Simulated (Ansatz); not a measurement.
One change: `[SiH3][S][SnH3]` becomes `BS[SiH3]`.

Ansatz, PBE0-D4/def2-TZVP geometries, multiplicity 1. 

Elements past krypton have def2 core potentials.

| property | `[SiH3][S][SnH3]` |
| --- | --- |
| size of the dipole moment (B3LYP/def2-TZVPP) / D | 1.40 |
| HOMO–LUMO gap (PBE0/def2-TZVPP) / eV | 6.56 |
| size of the dipole moment (PBE/def2-TZVPP) / D | 1.36 |
| LUMO energy (PBE/def2-TZVPP) / eV | -1.59 |
| HOMO energy (PBE/def2-TZVPP) / eV | -6.15 |
| HOMO–LUMO gap (PBE/def2-TZVPP) / eV | 4.55 |

**Question.** Give the same properties after the change, and the shifts. (An estimate is asked.)

**Answer.** Ansatz gave: 
| property | `BS[SiH3]` | shift |
| --- | --- | --- |
| size of the dipole moment (B3LYP/def2-TZVPP) / D | 0.97 | -0.43 |
| HOMO–LUMO gap (PBE0/def2-TZVPP) / eV | 6.69 | 0.13 |
| size of the dipole moment (PBE/def2-TZVPP) / D | 0.97 | -0.39 |
| LUMO energy (PBE/def2-TZVPP) / eV | -2.53 | -0.94 |
| HOMO energy (PBE/def2-TZVPP) / eV | -7.16 | -1.01 |
| HOMO–LUMO gap (PBE/def2-TZVPP) / eV | 4.63 | 0.08 |

With PBE0 the HOMO falls by 0.94 eV and the LUMO falls by 0.81 eV, so the gap widens by about 0.13 eV. PBE moves the HOMO by -1.01 eV and ωB97M-V by -0.94 eV. Dipoles are sizes alone; their direction can turn.

B3LYP here is the variant with VWN-RPA as its local correlation; programs differ in this.
